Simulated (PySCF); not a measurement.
1-ethenoxypropa-1,2-diene (C₅H₆O), SMILES C=C=COC=C. Atoms are numbered in the order given.

```xyz
12

C      2.7311     0.7270     0.6344
C      1.5993     0.2915     0.1435
C      0.4862    -0.1606    -0.3857
O     -0.4799    -0.7958     0.3585
C     -1.7847    -0.5606     0.0543
C     -2.2778     0.4165    -0.7142
H      3.6001     0.0668     0.7471
H      2.8544     1.7677     0.9583
H      0.2869    -0.1017    -1.4636
H     -2.4210    -1.3002     0.5477
H     -1.6513     1.1830    -1.1734
H     -3.3549     0.4688    -0.8770
```

Geometry: B3LYP-D3(BJ)/def2-SVP. Other conformers were not sampled.

Level of theory: PBE/def2-TZVP run with PySCF.

ESP charges are fitted to the potential on shells at 1.4 to 2.0 van der Waals radii. Atomic charges (e):

```tsv
atom	ESP fit	Löwdin
C1	-0.53	-0.19
C2	0.13	-0.10
C3	-0.13	[?]
O4	-0.15	0.31
C5	0.14	[?]
C6	-0.60	[?]
H7	0.22	[?]
H8	0.22	[?]
H9	0.15	0.15
H10	0.11	[?]
H11	0.22	0.13
H12	0.20	0.13
```

Problem. What belongs in the gaps? (An estimate is asked for; the answer gives what the named calculation found.)

Solution. 
- C3, Löwdin: -0.27
- C5, Löwdin: -0.31
- C6, Löwdin: -0.27
- H7, Löwdin: 0.14
- H8, Löwdin: 0.14
- H10, Löwdin: 0.14

Computed Mayer and Wiberg (Löwdin basis) orders of the bonds:
```json
[
 {"bond": "C1–C2", "Mayer": "1.99", "Wiberg": "2.20"},
 {"bond": "C2–C3", "Mayer": "1.89", "Wiberg": "2.03"},
 {"bond": "C3–O4", "Mayer": "1.05", "Wiberg": "1.49"},
 {"bond": "O4–C5", "Mayer": "1.11", "Wiberg": "1.59"},
 {"bond": "C5–C6", "Mayer": "1.84", "Wiberg": "2.17"},
 {"bond": "C1–H7", "Mayer": "0.91", "Wiberg": "0.87"},
 {"bond": "C1–H8", "Mayer": "0.93", "Wiberg": "0.87"},
 {"bond": "C3–H9", "Mayer": "0.93", "Wiberg": "0.82"},
 {"bond": "C5–H10", "Mayer": "0.96", "Wiberg": "0.85"},
 {"bond": "C6–H11", "Mayer": "0.95", "Wiberg": "0.88"},
 {"bond": "C6–H12", "Mayer": "0.94", "Wiberg": "0.88"}
]
```
